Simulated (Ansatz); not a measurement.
Harmonic vibrations of `C=CC(=C)[SiH3]` by finite differences.

```yaml
crystal:
  periodic: [false, false, false]
  atoms:
    - {symbol: C, position_ang: [0.556059, -0.177460, -1.959128]}
    - {symbol: C, position_ang: [-0.516654, -0.063260, -1.178158]}
    - {symbol: C, position_ang: [-0.491876, 0.042976, 0.275904]}
    - {symbol: C, position_ang: [-1.636381, 0.152886, 0.962325]}
    - {symbol: Si, position_ang: [1.130596, 0.029567, 1.213374]}
    - {symbol: H, position_ang: [0.464418, -0.252398, -3.035708]}
    - {symbol: H, position_ang: [1.563444, -0.200810, -1.554775]}
    - {symbol: H, position_ang: [-1.503893, -0.045457, -1.638827]}
    - {symbol: H, position_ang: [-1.656428, 0.233734, 2.043418]}
    - {symbol: H, position_ang: [-2.599586, 0.165310, 0.456229]}
    - {symbol: H, position_ang: [0.828246, 0.146583, 2.663039]}
    - {symbol: H, position_ang: [1.882909, -1.230249, 0.967980]}
    - {symbol: H, position_ang: [1.999646, 1.163777, 0.799027]}
basis:
  gaussian: {orbitals: def2-TZVP}
hamiltonian: {xc: pbe0, dispersion: d4}
phonons: {temperatures: {t_min: 298.15, t_max: 900, t_step: 200}}
```

```sh
$ ansatz run in.yaml --threads 4 --pin off --events-out ev --progress --plain --max-ram 10444MiB
```

Shortened log:

```
Functional definition: PBE0
mean field -12147.80103676 eV, -446.4234540258 hartree, gradient 2.4e-5 eV, S^2 0.000000; 0 other end points of the search recorded, 0 dependent functions left out
mean field -12147.80081127 eV, -446.4234457392 hartree, gradient 2.5e-6 eV, S^2 0.000000; 0 other end points of the search recorded, 0 dependent functions left out
mean field -12147.80079526 eV, -446.4234451509 hartree, gradient 2.5e-6 eV, S^2 0.000000; 0 other end points of the search recorded, 0 dependent functions left out
mean field -12147.80099777 eV, -446.4234525926 hartree, gradient 2.5e-6 eV, S^2 0.000000; 0 other end points of the search recorded, 0 dependent functions left out
mean field -12147.80100663 eV, -446.4234529186 hartree, gradient 2.5e-6 eV, S^2 0.000000; 0 other end points of the search recorded, 0 dependent functions left out
mean field -12147.80077868 eV, -446.4234445413 hartree, gradient 2.5e-6 eV, S^2 0.000000; 0 other end points of the search recorded, 0 dependent functions left out
mean field -12147.80085740 eV, -446.4234474343 hartree, gradient 2.5e-6 eV, S^2 0.000000; 0 other end points of the search recorded, 0 dependent functions left out
mean field -12147.80078530 eV, -446.4234447848 hartree, gradient 2.6e-6 eV, S^2 0.000000; 0 other end points of the search recorded, 0 dependent functions left out
mean field -12147.80080512 eV, -446.4234455132 hartree, gradient 2.5e-6 eV, S^2 0.000000; 0 other end points of the search recorded, 0 dependent functions left out
mean field -12147.80099226 eV, -446.4234523903 hartree, gradient 2.5e-6 eV, S^2 0.000000; 0 other end points of the search recorded, 0 dependent functions left out
mean field -12147.80099543 eV, -446.4234525067 hartree, gradient 2.5e-6 eV, S^2 0.000000; 0 other end points of the search recorded, 0 dependent functions left out
mean field -12147.80080794 eV, -446.4234456166 hartree, gradient 2.6e-6 eV, S^2 0.000000; 0 other end points of the search recorded, 0 dependent functions left out
mean field -12147.80087254 eV, -446.4234479908 hartree, gradient 2.5e-6 eV, S^2 0.000000; 0 other end points of the search recorded, 0 dependent functions left out
mean field -12147.80082862 eV, -446.4234463766 hartree, gradient 2.6e-6 eV, S^2 0.000000; 0 other end points of the search recorded, 0 dependent functions left out
mean field -12147.80084711 eV, -446.4234470560 hartree, gradient 2.4e-6 eV, S^2 0.000000; 0 other end points of the search recorded, 0 dependent functions left out
mean field -12147.80100083 eV, -446.4234527051 hartree, gradient 2.5e-6 eV, S^2 0.000000; 0 other end points of the search recorded, 0 dependent functions left out
mean field -12147.80099722 eV, -446.4234525727 hartree, gradient 2.5e-6 eV, S^2 0.000000; 0 other end points of the search recorded, 0 dependent functions left out
mean field -12147.80087430 eV, -446.4234480553 hartree, gradient 2.5e-6 eV, S^2 0.000000; 0 other end points of the search recorded, 0 dependent functions left out
mean field -12147.80085604 eV, -446.4234473844 hartree, gradient 2.5e-6 eV, S^2 0.000000; 0 other end points of the search recorded, 0 dependent functions left out
mean field -12147.80077757 eV, -446.4234445005 hartree, gradient 2.5e-6 eV, S^2 0.000000; 0 other end points of the search recorded, 0 dependent functions left out
mean field -12147.80083856 eV, -446.4234467420 hartree, gradient 2.6e-6 eV, S^2 0.000000; 0 other end points of the search recorded, 0 dependent functions left out
mean field -12147.80100249 eV, -446.4234527661 hartree, gradient 2.5e-6 eV, S^2 0.000000; 0 other end points of the search recorded, 0 dependent functions left out
mean field -12147.80099924 eV, -446.4234526469 hartree, gradient 2.5e-6 eV, S^2 0.000000; 0 other end points of the search recorded, 0 dependent functions left out
mean field -12147.80083982 eV, -446.4234467881 hartree, gradient 2.6e-6 eV, S^2 0.000000; 0 other end points of the search recorded, 0 dependent functions left out
mean field -12147.80081038 eV, -446.4234457063 hartree, gradient 2.5e-6 eV, S^2 0.000000; 0 other end points of the search recorded, 0 dependent functions left out
mean field -12147.80097830 eV, -446.4234518774 hartree, gradient 2.5e-6 eV, S^2 0.000000; 0 other end points of the search recorded, 0 dependent functions left out
mean field -12147.80090899 eV, -446.4234493300 hartree, gradient 2.5e-6 eV, S^2 0.000000; 0 other end points of the search recorded, 0 dependent functions left out
mean field -12147.80094649 eV, -446.4234507084 hartree, gradient 2.5e-6 eV, S^2 0.000000; 0 other end points of the search recorded, 0 dependent functions left out
mean field -12147.80094472 eV, -446.4234506432 hartree, gradient 2.5e-6 eV, S^2 0.000000; 0 other end points of the search recorded, 0 dependent functions left out
mean field -12147.80097777 eV, -446.4234518578 hartree, gradient 2.5e-6 eV, S^2 0.000000; 0 other end points of the search recorded, 0 dependent functions left out
mean field -12147.80090437 eV, -446.4234491604 hartree, gradient 2.5e-6 eV, S^2 0.000000; 0 other end points of the search recorded, 0 dependent functions left out
mean field -12147.80102449 eV, -446.4234535746 hartree, gradient 2.5e-6 eV, S^2 0.000000; 0 other end points of the search recorded, 0 dependent functions left out
mean field -12147.80101577 eV, -446.4234532544 hartree, gradient 2.5e-6 eV, S^2 0.000000; 0 other end points of the search recorded, 0 dependent functions left out
mean field -12147.80102921 eV, -446.4234537483 hartree, gradient 2.5e-6 eV, S^2 0.000000; 0 other end points of the search recorded, 0 dependent functions left out
[...]
mean field -12147.80102889 eV, -446.4234537365 hartree, gradient 2.5e-6 eV, S^2 0.000000; 0 other end points of the search recorded, 0 dependent functions left out
mean field -12147.80099985 eV, -446.4234526694 hartree, gradient 2.5e-6 eV, S^2 0.000000; 0 other end points of the search recorded, 0 dependent functions left out
mean field -12147.80100656 eV, -446.4234529160 hartree, gradient 2.5e-6 eV, S^2 0.000000; 0 other end points of the search recorded, 0 dependent functions left out
mean field -12147.80101092 eV, -446.4234530759 hartree, gradient 2.5e-6 eV, S^2 0.000000; 0 other end points of the search recorded, 0 dependent functions left out
mean field -12147.80102933 eV, -446.4234537525 hartree, gradient 2.5e-6 eV, S^2 0.000000; 0 other end points of the search recorded, 0 dependent functions left out
mean field -12147.80102992 eV, -446.4234537743 hartree, gradient 2.5e-6 eV, S^2 0.000000; 0 other end points of the search recorded, 0 dependent functions left out
mean field -12147.80102833 eV, -446.4234537158 hartree, gradient 2.5e-6 eV, S^2 0.000000; 0 other end points of the search recorded, 0 dependent functions left out
mean field -12147.80093398 eV, -446.4234502487 hartree, gradient 2.5e-6 eV, S^2 0.000000; 0 other end points of the search recorded, 0 dependent functions left out
mean field -12147.80092126 eV, -446.4234497811 hartree, gradient 2.5e-6 eV, S^2 0.000000; 0 other end points of the search recorded, 0 dependent functions left out
mean field -12147.80093796 eV, -446.4234503947 hartree, gradient 2.5e-6 eV, S^2 0.000000; 0 other end points of the search recorded, 0 dependent functions left out
mean field -12147.80096141 eV, -446.4234512567 hartree, gradient 2.5e-6 eV, S^2 0.000000; 0 other end points of the search recorded, 0 dependent functions left out
mean field -12147.80103090 eV, -446.4234538103 hartree, gradient 2.5e-6 eV, S^2 0.000000; 0 other end points of the search recorded, 0 dependent functions left out
mean field -12147.80102881 eV, -446.4234537334 hartree, gradient 2.5e-6 eV, S^2 0.000000; 0 other end points of the search recorded, 0 dependent functions left out
mean field -12147.80100584 eV, -446.4234528892 hartree, gradient 2.5e-6 eV, S^2 0.000000; 0 other end points of the search recorded, 0 dependent functions left out
mean field -12147.80099593 eV, -446.4234525253 hartree, gradient 2.5e-6 eV, S^2 0.000000; 0 other end points of the search recorded, 0 dependent functions left out
mean field -12147.80103476 eV, -446.4234539522 hartree, gradient 2.5e-6 eV, S^2 0.000000; 0 other end points of the search recorded, 0 dependent functions left out
mean field -12147.80102144 eV, -446.4234534626 hartree, gradient 2.5e-6 eV, S^2 0.000000; 0 other end points of the search recorded, 0 dependent functions left out
mean field -12147.80103153 eV, -446.4234538334 hartree, gradient 2.5e-6 eV, S^2 0.000000; 0 other end points of the search recorded, 0 dependent functions left out
mean field -12147.80102928 eV, -446.4234537507 hartree, gradient 2.5e-6 eV, S^2 0.000000; 0 other end points of the search recorded, 0 dependent functions left out
mean field -12147.80098950 eV, -446.4234522890 hartree, gradient 2.5e-6 eV, S^2 0.000000; 0 other end points of the search recorded, 0 dependent functions left out
mean field -12147.80097692 eV, -446.4234518267 hartree, gradient 2.5e-6 eV, S^2 0.000000; 0 other end points of the search recorded, 0 dependent functions left out
mean field -12147.80102736 eV, -446.4234536802 hartree, gradient 2.5e-6 eV, S^2 0.000000; 0 other end points of the search recorded, 0 dependent functions left out
mean field -12147.80100869 eV, -446.4234529942 hartree, gradient 2.5e-6 eV, S^2 0.000000; 0 other end points of the search recorded, 0 dependent functions left out
mean field -12147.80099086 eV, -446.4234523390 hartree, gradient 2.5e-6 eV, S^2 0.000000; 0 other end points of the search recorded, 0 dependent functions left out
mean field -12147.80099959 eV, -446.4234526596 hartree, gradient 2.5e-6 eV, S^2 0.000000; 0 other end points of the search recorded, 0 dependent functions left out
mean field -12147.80103921 eV, -446.4234541158 hartree, gradient 2.5e-6 eV, S^2 0.000000; 0 other end points of the search recorded, 0 dependent functions left out
mean field -12147.80101935 eV, -446.4234533860 hartree, gradient 2.5e-6 eV, S^2 0.000000; 0 other end points of the search recorded, 0 dependent functions left out
mean field -12147.80102438 eV, -446.4234535707 hartree, gradient 2.5e-6 eV, S^2 0.000000; 0 other end points of the search recorded, 0 dependent functions left out
mean field -12147.80100331 eV, -446.4234527963 hartree, gradient 2.5e-6 eV, S^2 0.000000; 0 other end points of the search recorded, 0 dependent functions left out
mean field -12147.80100521 eV, -446.4234528661 hartree, gradient 2.5e-6 eV, S^2 0.000000; 0 other end points of the search recorded, 0 dependent functions left out
mean field -12147.80099861 eV, -446.4234526237 hartree, gradient 2.5e-6 eV, S^2 0.000000; 0 other end points of the search recorded, 0 dependent functions left out
mean field -12147.80103466 eV, -446.4234539484 hartree, gradient 2.5e-6 eV, S^2 0.000000; 0 other end points of the search recorded, 0 dependent functions left out
mean field -12147.80101892 eV, -446.4234533702 hartree, gradient 2.5e-6 eV, S^2 0.000000; 0 other end points of the search recorded, 0 dependent functions left out
Total energy: -12148.05071799 eV, -446.4326296418 hartree
Atom 0 at     0.556059    -0.177460    -1.959128 Å, force    -0.001426    -0.000277     0.000844 eV/Å
Atom 1 at    -0.516654    -0.063260    -1.178158 Å, force     0.000181    -0.000129    -0.003537 eV/Å
Atom 2 at    -0.491876     0.042976     0.275904 Å, force     0.000068     0.000344     0.001585 eV/Å
Atom 3 at    -1.636381     0.152886     0.962325 Å, force     0.000831    -0.000599    -0.001695 eV/Å
Atom 4 at     1.130596     0.029567     1.213374 Å, force     0.000701    -0.000062     0.000382 eV/Å
Atom 5 at     0.464418    -0.252398    -3.035708 Å, force     0.001183     0.000266    -0.000153 eV/Å
Atom 6 at     1.563444    -0.200810    -1.554775 Å, force    -0.000000     0.000402     0.000036 eV/Å
Atom 7 at    -1.503893    -0.045457    -1.638827 Å, force    -0.000520     0.000059     0.001571 eV/Å
Atom 8 at    -1.656428     0.233734     2.043418 Å, force    -0.000568     0.000006     0.000187 eV/Å
Atom 9 at    -2.599586     0.165310     0.456229 Å, force    -0.000380     0.000119     0.000822 eV/Å
Atom 10 at     0.828246     0.146583     2.663039 Å, force    -0.000095     0.000407    -0.000124 eV/Å
Atom 11 at     1.882909    -1.230249     0.967980 Å, force    -0.000151    -0.000279     0.000346 eV/Å
Atom 12 at     1.999646     1.163777     0.799027 Å, force     0.000174    -0.000258    -0.000265 eV/Å
Dipole moment:    -0.136154     0.001805    -0.069153 e Å
Vibrations: 125.91 151.62 188.03 305.45 323.61 481.80 571.46 613.13 669.02 723.10 797.60 922.31 936.82 937.16 944.94 952.50 970.60 1027.81 1054.72 1288.28 1320.67 1422.25 1463.39 1649.90 1701.15 2220.65 2220.99 2234.32 3129.91 3135.66 3155.13 3225.34 3245.09 cm⁻¹, zero-point energy 2.734491 eV
```

It took 2.7 min on 4 threads of an Arm Neoverse V2 on a shared host, with 0.57 GiB of host memory at the peak.
